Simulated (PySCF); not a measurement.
Al(Me)(OH) (CH4AlO), SMILES [CH3][Al+][OH], charge +1.

The structure is a stationary point at TPSSh-D3(BJ)/def2-TZVP. The spin state was assumed, not searched. The isomer is the one that the SMILES or the coordinates give; other isomers of the formula were not compared. Other conformers were not sampled.

Computed with TDDFT-PBE/def2-SVPD in PySCF.

Vertical excitations; the highest root listed may be one member of a degenerate set. The molecule is in vacuum. State labels are in the subgroup Cs.

Computed UV-visible absorptions:
| state | symmetry | energy (eV) | λ (nm) | f | main pairs |
|---|---|---|---|---|---|
| S1 | A' | 6.06 | 205 | 0.022 | HOMO−1→LUMO (degenerate set) |
| S2 | A" | 6.06 | 205 | 0.022 | HOMO→LUMO (degenerate set) |
| S3 | A" | 7.14 | 174 | 0.000 | HOMO−1→LUMO+1 50 %, HOMO→LUMO+2 50 % |
| S4 | A" | 7.18 | 173 | 0.000 | HOMO→LUMO+2, HOMO−1→LUMO+1 (degenerate set) |
| S5 | A' | 7.18 | 173 | 0.000 | HOMO→LUMO+1, HOMO−1→LUMO+2 (degenerate set) |
| S6 | A' | 7.25 | 171 | 0.179 | HOMO−2→LUMO 86 % |
| S7 | A' | 7.68 | 161 | 0.019 | HOMO−3→LUMO (degenerate set) |
| S8 | A" | 7.68 | 161 | 0.019 | HOMO−4→LUMO (degenerate set) |
| S9 | A" | 7.98 | 155 | 0.115 | HOMO−2→LUMO+1 (degenerate set) |
| S10 | A' | 7.98 | 155 | 0.115 | HOMO−2→LUMO+2 (degenerate set) |
| T1 | A' | 5.58 | 222 | 0 | HOMO−2→LUMO 97 % |
| T2 | A' | 5.66 | 219 | 0 | HOMO−1→LUMO (degenerate set) |
| T3 | A" | 5.66 | 219 | 0 | HOMO→LUMO (degenerate set) |
| T4 | A' | 6.64 | 187 | 0 | HOMO→LUMO+1 48 %, HOMO−1→LUMO+2 48 % |
Triplets are in the Tamm–Dancoff approximation, which puts them higher than full response would, so one can lie above its singlet here.
